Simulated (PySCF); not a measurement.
[Os3]− at several levels of theory

Computed with PySCF 2.14.0 (density fitting, no spin-orbit coupling) at the geometry relaxed with PBE0:

```xyz
3
[Os3]− (doublet)
Os    0.0000    0.0000    2.2532
Os    0.0000    0.0000   -0.0179
Os    0.0000    0.0000   -2.2353
```

```tsv
level	basis	state	HOMO (eV)	gap (eV)	charge on Os1 (e)	dipole about the centre of mass (D)	largest force component (eV/Å)
PBE0	Os def2-SVP with ECP60	doublet	-0.46	2.29	-0.33	0.38	0.01
r2SCAN	the same	doublet	0.60	0.65	-0.35	0.20	1.74
BLYP	the same	doublet	0.93	0.11	-0.50	0.13	0.67
BP86	the same	doublet	0.67	0.13	-0.43	0.07	0.85
revPBE	the same	doublet	0.90	0.19	-0.45	0.02	0.57
```

HOMO and gap are taken over both spins. Charges are Mulliken's, which hang on the basis. The relaxation used the grid (50, 194), these runs (75, 302) or, all-electron (x2c bases, spin-free X2C Hamiltonian), (99, 590).

Question: What does PBE0 with Os def2-TZVP with ECP60 give here?

Answer: state doublet, HOMO (eV) -0.37, gap (eV) 2.22, charge on Os1 (e) -0.44, dipole about the centre of mass (D) 0.08, largest force component (eV/Å) 1.57. Time: 18 s on 2 threads of Intel(R) Xeon(R) Processor @ 2.70GHz, on a shared host, from free ions and atoms.

A frequency check found unstable modes (2, the lowest at -25 cm⁻¹), so the relaxed geometry is a saddle point, or these are noise. The relaxed state is spin-contaminated (spin squared 3.02 against 0.75). Open shells may have lower solutions than the one found.

The highest filled level of some runs lies above zero, as often for anions with such functionals and bases.

A gap near or under zero over both spins lies within a partly filled shell and is no excitation energy.

Some runs are spin-contaminated.
